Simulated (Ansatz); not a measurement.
Two isomers of C2H5ClO2Si: A = `Cl[SiH2]OC1CO1`, B = `CO[Si]1(Cl)CO1`.

Isolated molecules relaxed with PBE0-D4/def2-TZVP in Ansatz; ΔE leaves out vibrations. CCSD(T)/CBS is the MP2 limit (def2-TZVPP, def2-QZVPP) plus CCSD(T) − MP2 in def2-TZVPP, frozen cores. DFT in def2-TZVPP. B3LYP here is the variant with VWN-RPA as its local correlation; programs differ in this. Each species was taken in one conformer, which may not be the lowest.

(1) Which isomer does CCSD(T)/CBS put lower? Give the gap. (Best estimate.)

(2) Give E(B) − E(A) in kJ/mol with ωB97M-V, B3LYP-D4, B2PLYP, MP2/def2-TZVPP, CCSD(T)/def2-TZVPP, PBE0-D4, r2SCAN-D4. (An estimate is asked.)

Largest T1 diagnostic: 0.012.

## Answers

(1) Computed: B, by 94.5 kJ/mol.

(2) The calculation gave: ωB97M-V -90.1, B3LYP-D4 -91.8, B2PLYP -92.4, MP2/def2-TZVPP -93.9, CCSD(T)/def2-TZVPP -89.4, PBE0-D4 -84.3, r2SCAN-D4 -92.0. None reverses the order clearly.

In def2-TZVPP, CCSD(T) changes the Hartree–Fock value by −14.2 kJ/mol (the triples alone add −1.3 kJ/mol) and MP2 by −18.7 kJ/mol.
